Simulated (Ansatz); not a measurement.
Two isomers of CH5ClOSi: A = `OC([SiH3])Cl`, B = `CO[SiH2]Cl`.

Isolated molecules relaxed with PBE0-D4/def2-TZVP in Ansatz; ΔE leaves out vibrations. CCSD(T)/CBS adds triple-zeta CCSD(T) − MP2 to the extrapolated MP2 energy (def2 sets, frozen cores). Functionals use def2-TZVPP. B3LYP here is the variant with VWN-RPA as its local correlation; programs differ in this. One conformer a species, not always the lowest.

Task: Which isomer does CCSD(T)/CBS put lower? Give the gap. (Best estimate.)

Result: Ansatz gave: B, by 62.3 kcal/mol.

Task: Give E(B) − E(A) in kcal/mol with MP2/def2-TZVPP, HF/def2-TZVPP, B3LYP-D4, PBE-D4, r2SCAN-D4, PBE0-D4, CCSD/def2-TZVPP. (An estimate is asked.)

Result: Ansatz gave: MP2/def2-TZVPP -63.9, HF/def2-TZVPP -68.1, B3LYP-D4 -61.4, PBE-D4 -56.7, r2SCAN-D4 -61.3, PBE0-D4 -59.6, CCSD/def2-TZVPP -63.1. None reverses the order clearly.

Task: Does the order hold for the free energy at 298.15 K (harmonic terms from PBE0-D4)? (An estimate is asked.)

Result: Ansatz gave: Yes: G(B) − G(A) = -60.4 kcal/mol, for one conformer each.

Largest T1 diagnostic: 0.011.

In def2-TZVPP, CCSD(T) changes the Hartree–Fock value by +6.2 kcal/mol (the triples alone add +1.2 kcal/mol) and MP2 by +4.2 kcal/mol. At CCSD(T), def2-SVP lies +3.7 kcal/mol from the extrapolated value and def2-TZVPP +0.4 kcal/mol.
